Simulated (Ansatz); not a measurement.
Cartesian coordinates in Å:
```
F 2.7128 2.0550 1.0738
C 2.1738 1.5269 -0.0058
F 1.8542 2.5062 -0.8529
F 3.0750 0.7441 -0.6007
C 0.9185 0.7051 0.3322
C 0.2493 0.0864 -0.7137
C -0.9002 -0.6500 -0.4671
C -1.6104 -1.2949 -1.6692
F -2.6881 -1.9554 -1.2984
F -0.7771 -2.1364 -2.2828
F -1.9613 -0.3506 -2.5432
O -1.4330 -0.8480 0.6577
Al -0.8120 -0.2428 2.2592
F -1.8852 0.8367 2.8707
Cl -0.1316 -1.8368 3.4137
O 0.5983 0.6657 1.5505
H 0.6171 0.1888 -1.7240
```

The species carries charge 0 and has multiplicity 1.

Question: List the ωB97M-V/def2-TZVPP orbital energies in eV (Ansatz 0.2.0). (Estimate.)

Answer: The calculation gave: Occupied: -2771.58, -1533.34, -679.68, -679.68, -679.68, -679.68, -679.66, -679.66, -676.59, -528.57, -528.57, -289.56, -289.56, -286.38, -286.38, -283.21, -262.00, -199.44, -199.36, -199.36, -117.86, -77.46, -77.41, -77.38, -40.79, -40.78, -38.35, -38.35, -38.28, -38.28, -34.93, -34.70, -34.27, -27.11, -25.39, -25.32, -24.22, -22.44, -21.74, -20.69, -20.62, -20.58, -20.55, -19.88, -19.48, -18.72, -17.80, -17.36, -17.07, -17.03, -16.95, -16.85, -16.25, -16.07, -16.01, -15.87, -15.54, -15.50, -15.38, -15.37, -15.37, -15.25, -14.27, -14.08, -14.00, -13.06, -12.59, -11.71, -11.66, -11.14. Lowest empty: -1.72, 1.86, 1.89, 2.74, 2.75, 3.18, 3.51, 4.42.
